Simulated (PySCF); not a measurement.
An unknown is described by computed data only.

Elements present: C, F, H and O. Monoisotopic mass: 150.0292 u.

| Quantity | Value |
| --- | --- |
| Triplet | lowest triplet excitation (Tamm–Dancoff): 3.79 eV [TDA PBE0/def2-SVPD] |
| UV, first state | lowest singlet excitation: 4.41 eV (281 nm, f = 0.003) [TDDFT PBE0/def2-SVPD] |
| Rotational structure | rotational constants A, B, C: 1.608, 1.264, 0.956 GHz [GFN2-xTB] |
| 1H NMR | chemical shifts (computed TMS as zero) by class: 3.88 (1 H), 2.60 (3 H), 2.02 (1 H) ppm [GIAO PBE0/pcSseg-1] |
| UV, strongest line | among the 6 lowest singlet transitions: S3 at 6.44 eV (193 nm, f = 0.027) [TDDFT PBE0/def2-SVPD] |
| 13C NMR | chemical shifts (computed TMS as zero) by class: 199.9 (1 C), 133.7 (1 C), 84.7 (1 C), 79.4 (1 C), 55.1 (1 C), 28.2 (1 C) ppm [GIAO PBE0/pcSseg-1] |
| Polarisability | 73.1 au [PBE0/def2-SVPD] |

Electronic properties: PySCF, gas phase, density fitting. Levels stand in brackets. Isolated species at its GFN2-xTB geometry (one conformer only). NMR values are class means; diastereotopic atoms form classes of their own.

Q: Which formula fits the mass and the elements?

A: C6H5F3O (calculated 150.0292). No other formula that holds each of these elements comes within 0.0003 u with a fitting electron parity and a possible valence count.

Q: Give a SMILES that accounts for the data.

A: Numbering: `[CH:1]#[C:2][C@@H:3]([C:4]([CH3:5])=[O:6])[C:7]([F:8])([F:9])[F:10]`. Its formula, C6H5F3O, gives 3 degrees of unsaturation: 0 rings and 3 π bonds in the structure found. 6 carbons fall into 6 classes; from least to most shielded: ketone carbonyl carbon [C4] (199.9 ppm), CF3 carbon [C7] (133.7 ppm), terminal alkyne carbon [C1] (84.7 ppm), alkyne carbon [C2] (79.4 ppm), sp3 carbon next to a carbonyl [C3] (55.1 ppm), methyl carbon next to a carbonyl [C5] (28.2 ppm). Hydrogen classes from least to most shielded: 1 H on an sp3 carbon next to a carbonyl, C3 (3.88 ppm), 3 H on a methyl carbon next to a carbonyl, C5 (2.60 ppm, a mean of values up to 1.2 ppm apart in this geometry), 1 H on a terminal alkyne carbon, C1 (2.02 ppm). S1 is mainly HOMO→LUMO (weight 0.91); the largest Löwdin shares of the orbital it empties are 0.47 on the ketone oxygen, 0.11 on the terminal alkyne carbon, 0.10 on the ketone carbonyl carbon and 0.09 on the sp3 carbon next to a carbonyl, of the orbital it fills 0.36 on the ketone carbonyl carbon, 0.32 on the ketone oxygen, 0.07 on the methyl carbon next to a carbonyl and 0.05 on the sp3 carbon next to a carbonyl. The optimised geometry has point group C1 and is an asymmetric top. Structure: `C#C[C@@H](C(C)=O)C(F)(F)F`. Computed isomers that give other values at the same levels: `C=CCC(=C=O)C(F)(F)F` (13C chemical shifts (computed TMS as zero) by class: 197.9 (1 C), 143.2 (1 C), 136.0 (1 C), 126.4 (1 C), 36.5 (1 C), 33.9 (1 C) ppm); `FC(F)(F)OC1=CCC=C1` (13C chemical shifts (computed TMS as zero) by class: 159.7 (1 C), 143.4 (1 C), 135.6 (1 C), 130.5 (1 C), 117.5 (1 C), 42.8 (1 C) ppm); `C=CC1(OC(F)(F)F)C=C1` (13C chemical shifts (computed TMS as zero) by class: 146.5 (1 C), 131.8 (1 C), 130.6 (2 C), 125.2 (1 C), 65.1 (1 C) ppm). The assignments are read from this structure; whether some other isomer fits the data as well wasn't checked. The mirror image fits equally.

The values belong to the conformer `[CH:1]#[C:2][C@@H:3]([C:4]([CH3:5])=[O:6])[C:7]([F:8])([F:9])[F:10]`: C2–C3–C4–C5 67°, C2–C3–C7–F8 -170°.
